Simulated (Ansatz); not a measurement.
`CCCCCCCCCC[SeH]` with charge -1. Total charge -1; doublet. Geometry PBE-D4/def2-SVP, that of the neutral singlet; atoms count from 1.

```
atom    x (Å)    y (Å)    z (Å)
  C1   4.1776  -2.1329   2.4556
  C2   2.9910  -1.8873   1.5223
  C3   3.3396  -0.9971   0.3233
  C4   2.1944  -0.7729  -0.6732
  C5   0.9949   0.0018  -0.1163
  C6  -0.0895   0.2841  -1.1596
  C7  -1.2979   1.0450  -0.6079
  C8  -2.3758   1.3212  -1.6596
  C9  -3.5694   2.1469  -1.1582
 C10  -4.3177   1.5640   0.0406
Se11  -4.9790  -0.2696  -0.3646
 H12   4.5688  -1.1795   2.8692
 H13   5.0168  -2.6260   1.9210
 H14   3.9019  -2.7798   3.3130
 H15   2.1574  -1.4314   2.0999
 H16   2.5991  -2.8604   1.1490
 H17   3.7015  -0.0106   0.6945
 H18   4.2031  -1.4476  -0.2149
 H19   1.8451  -1.7577  -1.0600
 H20   2.5894  -0.2283  -1.5594
 H21   1.3504   0.9655   0.3159
 H22   0.5414  -0.5568   0.7323
 H23   0.3540   0.8565  -2.0064
 H24  -0.4355  -0.6786  -1.6000
 H25  -1.7367   0.4582   0.2296
 H26  -0.9578   2.0086  -0.1633
 H27  -2.7397   0.3503  -2.0669
 H28  -1.9200   1.8513  -2.5244
 H29  -3.2152   3.1612  -0.8637
 H30  -4.2846   2.3020  -1.9948
 H31  -3.6646   1.5005   0.9334
 H32  -5.1951   2.1896   0.2927
 H33  -5.7481  -0.3901   0.9012
```

The highest occupied level of the charge -1 doublet lies above zero (up to 3.50 eV). By energy differences it is unbound by 2.01 eV (vertical, against the charge 0 singlet, at PBE0-D4/def2-SVP) and held by the finite basis.

Q: Estimate the Mulliken populations of the heavy atoms from the PBE0/def2-SVP orbitals of Ansatz.

A: 
| atom | charge (e) | spin (α − β) |
| --- | --- | --- |
| C1 | -0.04 | -0.03 |
| C2 | -0.09 | -0.01 |
| C3 | -0.03 | -0.02 |
| C4 | -0.03 | 0.00 |
| C5 | -0.07 | 0.00 |
| C6 | -0.05 | 0.00 |
| C7 | -0.05 | -0.01 |
| C8 | -0.01 | -0.02 |
| C9 | 0.01 | -0.01 |
| C10 | -0.04 | -0.05 |
| Se11 | -0.34 | 0.29 |
Mulliken values depend strongly on the basis.

Q: Where does the spin sit?

A: Summed by element: C -0.14, Se 0.29, H 0.85, of 1 unpaired in all. Largest on single atoms: Se11 0.29, H33 0.28, H32 0.09.

Q: And the Mayer bond orders between heavy atoms (over 0.3)?

A: C1–C2 1.09 (1.53 Å); C2–C3 1.06 (1.53 Å); C3–C4 1.08 (1.53 Å); C4–C5 1.06 (1.53 Å); C5–C6 1.07 (1.53 Å); C6–C7 1.07 (1.53 Å); C7–C8 1.06 (1.53 Å); C8–C9 1.07 (1.54 Å); C9–C10 1.06 (1.53 Å); C10–Se11 0.83 (1.99 Å).
